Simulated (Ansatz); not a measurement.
One change: `SCC1BS1` becomes `B1CS1`.

Ansatz, PBE0-D4/def2-TZVP geometries, multiplicity 1. Each molecule was computed in one conformer, which needn't be the lowest.

```
                                                                                  property  `SCC1BS1`
                                            size of the dipole moment (PBE/def2-TZVPP) / D       0.34
                                                      HOMO–LUMO gap (PBE0/def2-TZVPP) / eV       5.57
                                                        HOMO energy (PBE0/def2-TZVPP) / eV      -7.03
                                                     LUMO energy (ωB97M-V/def2-TZVPP) / eV       0.50
ideal-gas entropy at 298 K and 1 bar (rigid rotor, harmonic PBE0-D4/def2-TZVP) / J/(mol·K)        334
                                            zero-point energy (PBE0-D4/def2-TZVP) / kJ/mol      178.6
```

(1) What does the change do to each property? (Estimate.)

Results:

(1) The calculation gave: 
| property | `B1CS1` | shift |
| --- | --- | --- |
| size of the dipole moment (PBE/def2-TZVPP) / D | 0.92 | 0.58 |
| HOMO–LUMO gap (PBE0/def2-TZVPP) / eV | 6.43 | 0.86 |
| HOMO energy (PBE0/def2-TZVPP) / eV | -7.66 | -0.63 |
| LUMO energy (ωB97M-V/def2-TZVPP) / eV | 0.76 | 0.26 |
| ideal-gas entropy at 298 K and 1 bar (rigid rotor, harmonic PBE0-D4/def2-TZVP) / J/(mol·K) | 260 | -74 |
| zero-point energy (PBE0-D4/def2-TZVP) / kJ/mol | 104.1 | -74.5 |

With PBE0 the HOMO falls by 0.63 eV and the LUMO rises by 0.24 eV, so the gap widens by about 0.87 eV. PBE moves the HOMO by -0.71 eV and ωB97M-V by -0.58 eV. The zero-point energy changes by -74.5 kJ/mol with -12 modes. Dipoles are sizes alone; their direction can turn.
